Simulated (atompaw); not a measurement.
# Before and after: PAW (atompaw) potential for terbium (Tb)

terbium (Tb), PAW, made with atompaw 4.2.0.5 (PBE, scalar-relativistic). Core [Kr] 4d10, reference 4f8 5s2 5p6 5d0 6s0 6p0 (charge +3). Waves: 5s (bound): rc 1.95 bohr; 6s (bound, empty): rc 2.70 bohr; 5p (bound): rc 1.60 bohr; 6p (bound, empty): rc 2.70 bohr; 5d (bound, empty): rc 0.65 bohr; 5d channel at -0.65 Ry: rc 2.70 bohr; 4f (bound): rc 1.10 bohr; 4f channel at -0.9 Ry: rc 1.10 bohr. Local part: bessel scheme, radius 2.25 bohr. Core correction: smooth core density matched at 2.60 bohr. Augmentation charge: sinc compensation charge, radius 2.35 bohr; PAW radius 2.70 bohr; waves and projectors: custom rrkj gramschmidtortho.

Change: all radii scaled by about 1.29 (s 2.52, p 2.06, d 0.84, f 1.42 bohr); local potential bessel scheme, radius 2.90 bohr; augmentation sinc compensation charge, radius 3.04 bohr; PAW radius 3.48 bohr; waves and projectors: custom rrkj gramschmidtortho; core correction smooth core density matched at 3.36 bohr.

Cutoffs: the cutoffs (Ry, on a coarse ladder) from which the occupation-weighted sum of valence levels, in a spherical-Bessel basis at the reference potential, stays within 10 and 1 mRy of its value at 400 Ry; they do not see the model core or the augmentation charge, which bear on the density cutoff.

Question: What does the change do?

Answer: The potential gets softer (160 Ry and 260 Ry → 80 Ry and 140 Ry); neither file shows a bound ghost. A larger radius leaves more room for a smooth pseudo-wave, so fewer plane waves are needed.

```csv
quantity,base,changed
"cutoff, loose",160 Ry,80 Ry
"cutoff, tight",260 Ry,140 Ry
loose cutoff by channel (10 mRy a level),"s 12 Ry, p 21 Ry, f 100 Ry","s 8 Ry, p 15 Ry, f 60 Ry"
bound ghosts,none,none
lowest overlap eigenvalue by channel,"s 0.41, p 0.53, d 0.06, f 1.00","s 0.36, p 0.47, d 0.52, f 0.58"
```

Base: The 5d radius (0.65 bohr) lies inside the outermost node of the all-electron wave (0.77 bohr), which a nodeless pseudo-wave cannot match soundly. Changed file: The cutoffs count occupied waves only; the empty 5d level needs 180 Ry at the loose tolerance. The cutoffs see the waves, projectors and local potential, not the compensation charge or the core.
